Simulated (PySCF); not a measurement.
**TDDFT excited states: C5H7FO2**

C5H7FO2.
Cartesian coordinates in Å at the GFN2-xTB level; atoms count from 1:
```xyz
15
C5H7FO2 angstrom
C      2.176    0.671    0.262
O      1.492   -0.544    0.031
C      0.171   -0.517    0.408
C     -0.757   -1.509   -0.173
C     -0.878   -0.066   -0.627
C     -1.984    0.735   -0.128
O     -2.584    0.652    0.890
F     -2.300    1.739   -1.008
H      1.754    1.485   -0.337
H      2.135    0.949    1.321
H      3.209    0.501   -0.030
H     -0.012   -0.174    1.425
H     -1.546   -1.893    0.455
H     -0.359   -2.204   -0.894
H     -0.521    0.185   -1.617
```

Level of theory: TDDFT wB97X-D/def2-SVPD, vertical, gas phase, core orbitals frozen in the response in PySCF.

Task: What does the calculation give for the low-lying excited states?

Result: 

| state | E (eV) | ν̃ (cm⁻¹) | f | main configurations (H = HOMO, L = LUMO) |
| --- | --- | --- | --- | --- |
| S1 | 6.16 | 49700 | 0.0074 | H-1→L (86%), H→L (9%) |
| S2 | 6.89 | 55580 | 0.222 | H→L (85%), H-1→L (9%) |
| S3 | 7.77 | 62680 | 0.018 | H→L+1 (73%) |
| S4 | 7.81 | 63030 | 0.022 | H-2→L (77%), H-3→L (12%) |
| S5 | 8.20 | 66130 | 0.0045 | H→L+3 (82%), H→L+1 (8%) |
| S6 | 8.54 | 68920 | 0.030 | H→L+4 (44%), H→L+2 (23%), H-3→L (13%) |
| S7 | 8.61 | 69480 | 0.069 | H-3→L (56%), H→L+2 (20%), H-2→L (9%) |
| S8 | 8.74 | 70510 | 0.010 | H→L+2 (42%), H→L+4 (31%) |

Triplets, Tamm–Dancoff:

| state | E (eV) | λ (nm) | main configurations (H = HOMO, L = LUMO) |
| --- | --- | --- | --- |
| T1 | 5.63 | 220.1 | H-1→L (59%), H→L (32%) |
| T2 | 5.90 | 210.2 | H→L (44%), H-1→L (36%), H-3→L (10%) |
| T3 | 6.99 | 177.3 | H-5→L (38%), H-3→L (29%), H→L (13%) |

The lowest singlet comes at 201 nm (595 kJ/mol) in the ultraviolet; it is weak; its leading configuration is HOMO-1→LUMO (86%). The strongest level in the table is S2 at 6.89 eV (180 nm, f = 0.222). Löwdin shares by element: HOMO oxygen 42% or more, carbon 35% or more (atoms not listed hold the other 22%); LUMO carbon 44% or more, oxygen 27% or more, fluorine 10% (atoms not listed hold the other 19%). Of the 8 states listed, 5 reach f = 0.01 and none stays under 0.0005. Weighted by f, the mean energy of these states is 7.47 eV. The oscillator strengths of these states sum to 0.382; summed over the whole spectrum of an exact calculation they would give the number of electrons, 62 (Thomas–Reiche–Kuhn). The window holds the lowest 8 singlets.

One conformer stands for the species.
